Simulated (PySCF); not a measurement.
ClCu, charge -1, doublet, geometry from GFN2-xTB (such geometries of metal compounds can be far from the true shape) (the multiplicity is a formal guess) (in this run its highest filled SCF level lies above zero, so its values depend strongly on the basis, on diffuse functions most of all), with bond 1-2 at 1.3 times its length; PBE/aug-cc-pVDZ run with PySCF.

PySCF was given this input:
```python
from pyscf import gto, scf, dft

mol = gto.Mole()
mol.atom = '''
    Cu    0.00000000    0.00000000   -1.43020284
    Cl    0.00000000    0.00000000    1.34661955
'''
mol.basis = 'aug-cc-pvdz'
mol.charge = -1
mol.spin = 1
mol.verbose = 4
mol.build()

mf = dft.UKS(mol)
mf.xc = 'pbe'
mf.diis_space = 12
mf.kernel()
```

Problem. Write the output that PySCF gives for this input, abridged.

Solution. 
```
PySCF version 2.14.0

[INPUT] verbose = 4
[INPUT] num. atoms = 2
[INPUT] num. electrons = 47
[INPUT] charge = -1
[INPUT] spin (= nelec alpha-beta = 2S) = 1
[INPUT] symmetry False subgroup None
[INPUT] Mole.unit = angstrom
[INPUT] Symbol           X                Y                Z      unit          X                Y                Z       unit  Magmom
[INPUT]  1 Cu     0.000000000000   0.000000000000  -1.430202840000 AA    0.000000000000   0.000000000000  -2.702691670175 Bohr   0.0
[INPUT]  2 Cl     0.000000000000   0.000000000000   1.346619550000 AA    0.000000000000   0.000000000000   2.544742143485 Bohr   0.0

nuclear repulsion = 93.950684755016
number of shells = 19
number of NR pGTOs = 188
number of NR cGTOs = 86
basis = aug-cc-pvdz
ecp = {}

******** <class 'pyscf.dft.uks.UKS'> ********
method = UKS
initial guess = minao
damping factor = 0
level_shift factor = 0
DIIS = <class 'pyscf.scf.diis.CDIIS'>
diis_start_cycle = 1
diis_space = 12
diis_damp = 0
SCF conv_tol = 1e-09
SCF conv_tol_grad = None
SCF max_cycles = 50
direct_scf = True
direct_scf_tol = 1e-13
number electrons alpha = 24  beta = 23
XC library pyscf.dft.libxc version 7.1.2
    S. Lehtola, C. Steigemann, M. J. T. Oliveira, and M. A. L. Marques,  SoftwareX 7, 1–5 (2018)
XC functionals = pbe
    J. P. Perdew, K. Burke, and M. Ernzerhof,  Phys. Rev. Lett. 77, 3865 (1996)
    J. P. Perdew, K. Burke, and M. Ernzerhof,  Phys. Rev. Lett. 78, 1396 (1997)
    J. P. Perdew, K. Burke, and M. Ernzerhof,  Phys. Rev. Lett. 77, 3865 (1996)
    J. P. Perdew, K. Burke, and M. Ernzerhof,  Phys. Rev. Lett. 78, 1396 (1997)
radial grids:
    Treutler-Ahlrichs [JCP 102, 346 (1995); DOI:10.1063/1.469408] (M4) radial grids

becke partition: Becke, JCP 88, 2547 (1988); DOI:10.1063/1.454033
pruning grids: <function nwchem_prune>
grids dens level: 3
symmetrized grids: False
atomic radii adjust function: <function treutler_atomic_radii_adjust>
small_rho_cutoff = 0
Set gradient conv threshold to 3.16228e-05
tot grids = 39520
init E= -2099.85772860611

cycle= 1 E= -2084.24091180047  delta_E= 15.6  |g|= 6.46  |ddm|= 3.04
cycle= 2 E= -2053.8153631156  delta_E= 30.4  |g|= 8.34  |ddm|= 67.4
cycle= 3 E= -2098.35479528552  delta_E= -44.5  |g|= 2.35  |ddm|= 67.4
cycle= 4 E= -2083.95389368792  delta_E= 14.4  |g|= 3.37  |ddm|= 3.36
cycle= 5 E= -2099.47190119161  delta_E= -15.5  |g|= 2.17  |ddm|= 2.83

cycle= 6 E= -2098.91534223638  delta_E= 0.557  |g|= 2.38  |ddm|= 0.986

cycle= 7 E= -2098.91587674578  delta_E= -0.000535  |g|= 2.39  |ddm|= 0.0256
cycle= 8 E= -2096.81237466554  delta_E=  2.1  |g|= 2.79  |ddm|=  1.2
cycle= 9 E= -2097.27853301571  delta_E= -0.466  |g|=  2.7  |ddm|= 0.143
cycle= 10 E= -2097.29885758718  delta_E= -0.0203  |g|= 2.69  |ddm|= 0.00975
cycle= 11 E= -2098.23643927447  delta_E= -0.938  |g|= 2.35  |ddm|= 0.312
cycle= 12 E= -2100.1151589619  delta_E= -1.88  |g|= 1.18  |ddm|= 1.23
cycle= 13 E= -2100.3321797439  delta_E= -0.217  |g|= 0.507  |ddm|= 0.865
cycle= 14 E= -2100.39908361804  delta_E= -0.0669  |g|= 0.221  |ddm|= 0.501
cycle= 15 E= -2100.40948537924  delta_E= -0.0104  |g|= 0.0365  |ddm|= 0.106
cycle= 16 E= -2100.40981323382  delta_E= -0.000328  |g|= 0.00361  |ddm|= 0.024
cycle= 17 E= -2100.40982147517  delta_E= -8.24e-06  |g|= 0.00136  |ddm|= 0.00453
cycle= 18 E= -2100.40982245166  delta_E= -9.76e-07  |g|= 0.000312  |ddm|= 0.00175
cycle= 19 E= -2100.40982249193  delta_E= -4.03e-08  |g|= 3.16e-05  |ddm|= 0.000384
cycle= 20 E= -2100.40982249283  delta_E= -8.98e-10  |g|= 1.68e-05  |ddm|= 8.31e-05
Extra cycle  E= -2100.40982249142  delta_E= 1.41e-09  |g|= 8.63e-05  |ddm|= 5.47e-05
converged SCF energy = -2100.40982249142  <S^2> = 0.75355306  2S+1 = 2.0035499
```
